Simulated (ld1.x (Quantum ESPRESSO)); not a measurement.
# fluorine (F), RRKJ: configuration errors across variants

ld1.x (Quantum ESPRESSO) 7.5 input, shortened:

```
&input
   title='F', zed=9., rel=1, dft='PZ', iswitch=3,
   config='[He] 2s2 2p3 3d-2'
 /
 &inputp
   pseudotype=2, tm=.false., lloc=0,
   nlcc=.true., rcore=0.55
 /
3
2P  2  1   3.00   0.00  1.60  1.60  0.0
3D  3  2  -2.00   0.50  1.75  1.75  0.0
2S  1  0   2.00   0.00  0.80  0.80  0.0
 &test
   configts(1)='2s2 2p3'
 /
```

All-electron excitation energies from the reference (eV): (1) 2s2 2p5 -58.067; (2) 2s2 2p4 -38.512; (3) 2s2 2p2 60.732; (4) 2s2 2p1 146.599; (5) 2s2 2p5.3 -60.793; (6) 2s1 2p6 -39.677; (7) 2s2 2p4.5 -50.437; (8) 2s2 2p3 spin -5.101; (9) 2s2 2p5 spin -58.447.

Spin tests fill each open shell by Hund’s rule, majority spin first.

Errors AE − PS in meV (a dash: test not solved or not reliable):

| change | (1) | (2) | (3) | (4) | (5) | (6) | (7) | (8) | (9) | bound ghosts |
| --- | --- | --- | --- | --- | --- | --- | --- | --- | --- | --- |
| base | +509 | +218 | +478 | +2592 | +560 | +1072 | +380 | -14 | +516 | none |
| wave 2p (bound): rc 1.60 bohr becomes 2p (bound): rc 1.00 bohr | +53 | +26 | +68 | +435 | +56 | +140 | +42 | +398 | +78 | none |
| wave 2p (bound): rc 1.60 bohr becomes 2p (bound): rc 1.22 bohr | +129 | +61 | +155 | +921 | +138 | +325 | +101 | +294 | +150 | none |
| wave 2p (bound): rc 1.60 bohr becomes 2p (bound): rc 1.38 bohr | +239 | +108 | +261 | +1491 | +259 | +561 | +184 | +181 | +255 | none |
| wave 2p (bound): rc 1.60 bohr becomes 2p (bound): rc 1.48 bohr | +349 | +154 | +355 | +1975 | +380 | +777 | +265 | +92 | +361 | none |
| wave 2p (bound): rc 1.60 bohr becomes 2p (bound): rc 1.66 bohr | +577 | +245 | +527 | +2829 | +636 | +1192 | +429 | -53 | +582 | none |
| wave 2p (bound): rc 1.60 bohr becomes 2p (bound): rc 1.82 bohr | +943 | +382 | +762 | +3957 | +1053 | +1805 | +685 | -226 | +939 | none |
| wave 2p (bound): rc 1.60 bohr becomes 2p (bound): rc 1.94 bohr | +1196 | +473 | +906 | +4631 | +1346 | +2207 | +858 | -322 | +1188 | none |
| wave 2p (bound): rc 1.60 bohr becomes 2p (bound): rc 2.08 bohr | +1690 | +643 | +1159 | +5785 | +1924 | +2953 | +1189 | -475 | +1672 | none |
| wave 2p (bound): rc 1.60 bohr becomes 2p (bound): rc 2.30 bohr | +2605 | +940 | +1565 | +7582 | +3017 | +4246 | +1782 | -692 | +2574 | none |

Task: Give the same row for: wave 2p (bound): rc 1.60 bohr becomes 2p (bound): rc 2.42 bohr.

Result: +3189, +1120, +1796, +8584, +3727, +5028, +2152, -804, +3151; bound ghosts: none.
